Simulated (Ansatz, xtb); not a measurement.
**Isomers of FHNSi2 in order of energy**

4 gas-phase structures of FHNSi2, found in a search over its isomers (lower ones may exist). Each was relaxed with GFN2-xTB:

A. `F[SiH]N=[Si]`, a doublet
B. a doublet given by its coordinates
C. a doublet given by its coordinates
D. `N#[Si][SiH]F`, a doublet

C (Å):

```yaml
atoms:
  - { symbol: F, position_ang: [-1.3020, -3.5312, -2.0612] }
  - { symbol: N, position_ang: [-0.7480, -1.0499, -1.3711] }
  - { symbol: Si, position_ang: [-1.6602, -2.4894, -0.8036] }
  - { symbol: Si, position_ang: [-2.2771, -0.4659, -1.8388] }
  - { symbol: H, position_ang: [0.2140, -0.8072, -1.5610] }
```

Close contacts (Å): F1–Si3 1.67, N2–Si3 1.80, N2–Si4 1.70, Si3–Si4 2.36, N2–H5 1.01.

B (Å):

```json
{"atom": "F", "x (Å)": "0.0143", "y (Å)": "-0.8479", "z (Å)": "0.7425"}
{"atom": "N", "x (Å)": "-2.4411", "y (Å)": "-1.9971", "z (Å)": "-2.5715"}
{"atom": "Si", "x (Å)": "-1.0196", "y (Å)": "-1.7703", "z (Å)": "-1.8524"}
{"atom": "Si", "x (Å)": "0.7880", "y (Å)": "-1.1290", "z (Å)": "-0.7375"}
{"atom": "H", "x (Å)": "-2.9959", "y (Å)": "-2.7288", "z (Å)": "-2.9784"}
```

Close contacts (Å): F1–Si4 1.69, N2–Si3 1.61, Si3–Si4 2.22, N2–H5 1.00.

Problem. Which do you expect lowest at r2SCAN-D4/def2-SVP, and how would the others follow?

Solution. Calculated order at r2SCAN-D4/def2-SVP: A (0.0), C (7.9), B (46.3), D (80.1) kcal/mol.

Energies above the lowest of each column, in kcal/mol; the last columns are at PBE0-D3(BJ)/def2-SVP geometries and were run for some of them only (a dash: not run or not comparable):

```json
{"structure": "A", "GFN2-xTB": "0.0", "HF/STO-3G": "0.0", "r2SCAN-D4/def2-SVP": "0.0", "PBE0-D3(BJ)/def2-SVP": "0.0", "CCSD(T)/def2-SVP": "0.0"}
{"structure": "C", "GFN2-xTB": "16.5", "HF/STO-3G": "4.7", "r2SCAN-D4/def2-SVP": "7.9", "PBE0-D3(BJ)/def2-SVP": "4.3", "CCSD(T)/def2-SVP": "10.4"}
{"structure": "B", "GFN2-xTB": "10.5", "HF/STO-3G": "68.5", "r2SCAN-D4/def2-SVP": "46.3", "PBE0-D3(BJ)/def2-SVP": "–", "CCSD(T)/def2-SVP": "–"}
{"structure": "D", "GFN2-xTB": "19.7", "HF/STO-3G": "54.7", "r2SCAN-D4/def2-SVP": "80.1", "PBE0-D3(BJ)/def2-SVP": "–", "CCSD(T)/def2-SVP": "–"}
```

Every level run on A puts it lowest or level with the lowest. Some further structures that were screened fall inside this span and aren't listed. Flexible structures stand in one conformer each, not always the lowest. Frequencies (PBE0-D3(BJ)/def2-SVP) were run for A, C alone. Open shells are spin-unrestricted, some with notable spin contamination.

Over these structures GFN2-xTB departs from r2SCAN-D4/def2-SVP by 26.2 kcal/mol on average once a common shift is removed. A GFN2-xTB relaxation took about 0.34 s and the r2SCAN-D4/def2-SVP energy about 7.5 s on a shared host (Ansatz 0.2.0, xtb 6.7.1).
